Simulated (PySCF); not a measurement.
ClGe, doublet, geometry from GFN2-xTB; B3LYP/def2-TZVP (PySCF).

PySCF was given this input:
```python
from pyscf import gto, scf, dft

mol = gto.M(
    atom='''
Ge   -0.00000000   -0.00000000   -0.74753997
Cl    0.00000000    0.00000000    1.40713406
''',
    basis='def2-tzvp',
    spin=1,
    verbose=4,
)

mf = dft.UKS(mol)
mf.xc = 'b3lyp'
mf.grids.atom_grid = (99, 590)
mf.grids.prune = None
mf.kernel()
```

Question: Predict the main parts of the log of this PySCF run.

Answer: 
```
PySCF version 2.14.0

[INPUT] verbose = 4
[INPUT] num. atoms = 2
[INPUT] num. electrons = 49
[INPUT] charge = 0
[INPUT] spin (= nelec alpha-beta = 2S) = 1
[INPUT] symmetry False subgroup None
[INPUT] Mole.unit = angstrom
[INPUT] Symbol           X                Y                Z      unit          X                Y                Z       unit  Magmom
[INPUT]  1 Ge     0.000000000000   0.000000000000  -0.747539970000 AA    0.000000000000   0.000000000000  -1.412645810466 Bohr   0.0
[INPUT]  2 Cl     0.000000000000   0.000000000000   1.407134060000 AA    0.000000000000   0.000000000000   2.659097993947 Bohr   0.0

nuclear repulsion = 133.603690735754
number of shells = 29
number of NR pGTOs = 163
number of NR cGTOs = 85
basis = def2-tzvp
ecp = {}

******** <class 'pyscf.dft.uks.UKS'> ********
method = UKS
initial guess = minao
damping factor = 0
level_shift factor = 0
DIIS = <class 'pyscf.scf.diis.CDIIS'>
diis_start_cycle = 1
diis_space = 8
diis_damp = 0
SCF conv_tol = 1e-09
SCF conv_tol_grad = None
SCF max_cycles = 50
direct_scf = True
direct_scf_tol = 1e-13
number electrons alpha = 25  beta = 24
XC library pyscf.dft.libxc version 7.1.2
    S. Lehtola, C. Steigemann, M. J. T. Oliveira, and M. A. L. Marques,  SoftwareX 7, 1–5 (2018)
XC functionals = b3lyp
    P. J. Stephens, F. J. Devlin, C. F. Chabalowski, and M. J. Frisch,  J. Phys. Chem. 98, 11623 (1994)
radial grids:
    Treutler-Ahlrichs [JCP 102, 346 (1995); DOI:10.1063/1.469408] (M4) radial grids

becke partition: Becke, JCP 88, 2547 (1988); DOI:10.1063/1.454033
pruning grids: None
grids dens level: 3
symmetrized grids: False
atomic radii adjust function: <function treutler_atomic_radii_adjust>
User specified grid scheme (99, 590)
small_rho_cutoff = 0
Set gradient conv threshold to 3.16228e-05
tot grids = 116824
init E= -2536.68003523643

cycle= 1 E= -2537.221472942  delta_E= -0.541  |g|=  0.5  |ddm|= 1.06
cycle= 2 E= -2537.07361194121  delta_E= 0.148  |g|= 0.775  |ddm|= 0.803
cycle= 3 E= -2537.27418710922  delta_E= -0.201  |g|= 0.113  |ddm|= 0.595
cycle= 4 E= -2537.28103380494  delta_E= -0.00685  |g|= 0.0199  |ddm|= 0.119
cycle= 5 E= -2537.28123090132  delta_E= -0.000197  |g|= 0.00229  |ddm|= 0.0185
cycle= 6 E= -2537.28123541915  delta_E= -4.52e-06  |g|= 0.000905  |ddm|= 0.00492
cycle= 7 E= -2537.28123600912  delta_E= -5.9e-07  |g|= 0.000213  |ddm|= 0.00115
cycle= 8 E= -2537.28123603545  delta_E= -2.63e-08  |g|= 6.31e-05  |ddm|= 0.00027
cycle= 9 E= -2537.28123603871  delta_E= -3.27e-09  |g|= 1.35e-05  |ddm|= 9.94e-05
cycle= 10 E= -2537.28123603891  delta_E= -1.96e-10  |g|= 3.74e-06  |ddm|= 2.8e-05
Extra cycle  E= -2537.28123603891  delta_E= 2.27e-12  |g|= 3.54e-06  |ddm|= 8.65e-06
converged SCF energy = -2537.28123603891  <S^2> = 0.75281776  2S+1 = 2.0028158
```
